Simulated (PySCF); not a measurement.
C₃H₉Ge, SMILES [CH3][Ge]([CH3])[CH3], multiplicity 2.

Geometry: B3LYP-D3(BJ)/def2-SVP.

Level of theory: B3LYP-D3(BJ)/def2-SVP in PySCF 2.14.0.

Frequencies are harmonic and unscaled.

Modes within 1.5 cm⁻¹ of each other (mostly degenerate sets) share a row, with their intensities summed.

Computed normal modes with their intensities:
| mode | ν (cm⁻¹) | IR (km/mol) | moving atoms (share of kinetic energy) |
|---|---|---|---|
| 1 | 115 | 0.0 | H 100 % |
| 2–3 | 121 | 0.1 | H 97 % |
| 4–5 | 167 | 1.9 | C 55 %, H 35 %, Ge 10 % |
| 6 | 172 | 0.6 | C 39 %, H 32 %, Ge 28 % |
| 7 | 533 | 2.1 | C 76 %, H 18 % |
| 8–9 | 576 | 61.7 | C 61 %, Ge 20 %, H 19 % |
| 10–12 | 697 | 1.1 | H 85 %, C 14 % |
| 13–15 | 831 | 136.9 | H 77 %, C 22 % |
| 16–17 | 1228 | 3.7 | H 81 %, C 19 % |
| 18 | 1244 | 1.8 | H 83 %, C 17 % |
| 19 | 1421 | 0.0 | H 95 % |
| 20–21 | 1430 | 0.0 | H 95 % |
| 22–23 | 1433 | 15.2 | H 95 % |
| 24 | 1446 | 6.6 | H 96 % |
| 25–27 | 3021 | 31.3 | H 97 % |
| 28–30 | 3116 | 25.8 | H 91 %, C 9 % |
| 31–33 | 3142 | 19.4 | H 90 %, C 10 % |
